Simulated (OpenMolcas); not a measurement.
An atom or ion with 40 electrons was computed by SS-CASPT2, IPEA 0.25 Eh, imaginary shift 0.1 Eh with spin-orbit coupling (OpenMolcas, ANO-RCC-VTZP, DKH2). The lowest levels that the run gave, each within 12 % of the measured value where one is at hand:

```tsv
J	Parity	E (eV)	g
0	even	0.0000	
1	even	0.1550	1.500
2	even	0.380	1.497
3	even	0.633	1.494
4	even	0.900	1.490
0	even	2.703	
4	even	3.008	0.894
1	even	3.331	1.466
5	even	3.365	1.057
3	even	3.450	0.920
2	even	3.558	0.696
6	even	3.608	1.154
```

Which ion is it, and what are the configurations and terms?

Ag7+ (Z = 47, charge +7; active space 4 electrons in 10 orbitals (4d 5d)). J, parity and g give the terms where levels are pure, and mixed ones are named by the computed weights; the size of the splittings, set against known spectra of the 40-electron sequence, gives the charge. In order, with the measured energies in eV (Atoms 5, 11 (2017), spectra Ag VII to Ag IX): 4d⁴ ⁵D₀, 4d⁴ ⁵D₁ (0.1661), 4d⁴ ⁵D₂ (0.3982), 4d⁴ ⁵D₃ (0.6561), 4d⁴ ⁵D₄ (0.9228), 4d⁴ ³P₀(1) (2.6420), 4d⁴ ³H₄ [69 %] (2.8891), 4d⁴ ³P₁(1) (3.2888), 4d⁴ ³H₅ (3.2546), 4d⁴ ³G₃ [50 %], 4d⁴ ³F₂(1) (3.4779), 4d⁴ ³H₆ (3.4945).

CASPT2 does not keep the components of a term degenerate, so their means are used; among the terms shown or strongly mixed into the levels shown the widest spread is 78 cm-1 (4d⁴ ³F(1)). Active for correlation alone: 5d; no level in the range computed is led by a configuration that fills it, so any true level of that kind is missing. Measured partners are found by configuration, term and J. A level has none where our copy of the source lacks it or the pairing is in doubt (some pairs that miss far off the trend of their configuration count as doubtful), and it then counts in no deviation. Only configurations of the active space appear.

A share in square brackets marks a mixed level and gives the weight of the term that names it. A number in round brackets counts repeated terms of one configuration in the order of the reference energies.
